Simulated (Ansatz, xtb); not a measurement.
**ClH4InSi: where a starting geometry ends**

The starting geometry of this gas-phase singlet has its atoms placed at random.

```xyz
7

Cl    0.7262    0.8426   -1.7627
In   -0.2776    0.5792    0.2134
Si    0.6764   -1.4482   -0.5534
H     0.4139   -1.7296    1.2828
H    -1.0486   -0.1391    1.3179
H    -0.2638   -0.3891   -1.4838
H     1.5651    0.2527   -0.9759
```

Question: Guess where an optimisation with r2SCAN-D4/def2-SVP ends from this start.

Answer: It ends as `[SiH3][InH][Cl]`. Distances that change by over a tenth: Cl1–Si3 (2.59 → 4.08 Å), In2–H5 (1.53 → 1.72 Å), In2–H7 (2.22 → 3.37 Å), Si3–H6 (1.69 → 1.49 Å). Contacts that open: Cl1–H6 (1.60 → 4.37 Å), Cl1–H7 (1.29 → 4.36 Å), In2–H6 (1.95 → 3.37 Å). Contacts that close: Si3–H4 (1.88 → 1.49 Å), Si3–H7 (1.97 → 1.49 Å).

The energy falls by 11.45 eV over 43 steps:

| step | E − E(last) (eV) |
| --- | --- |
| 1 | 11.448 |
| 6 | 3.368 |
| 10 | 2.460 |
| 15 | 2.243 |
| 20 | 0.765 |
| 24 | 0.053 |
| 29 | 0.002 |
| 34 | 0.001 |
| 38 | 0.000 |
| 43 | 0.000 |

Final geometry (Å):

| atom | x (Å) | y (Å) | z (Å) |
| --- | --- | --- | --- |
| Cl | -0.1603 | 2.4781 | -1.4694 |
| In | -0.2973 | 0.8612 | 0.2723 |
| Si | 0.6702 | -1.3973 | -0.4856 |
| H | 0.6026 | -2.4269 | 0.5952 |
| H | -1.0183 | 1.5438 | 1.6795 |
| H | -0.1022 | -1.8843 | -1.6684 |
| H | 2.0969 | -1.2061 | -0.8854 |

From the same start GFN2-xTB ends elsewhere, in pieces: ClIn + H4Si.

From so rough a start the end depends on the optimiser's path, so another program may land elsewhere. No frequencies were run, so the end isn't proven a minimum. Atoms past krypton carry core potentials, without spin–orbit terms. Run with Ansatz 0.2.0, 3.6 min on 1 thread of Intel(R) Xeon(R) Processor @ 2.50GHz (Skylake/Cascade Lake), on a shared host.
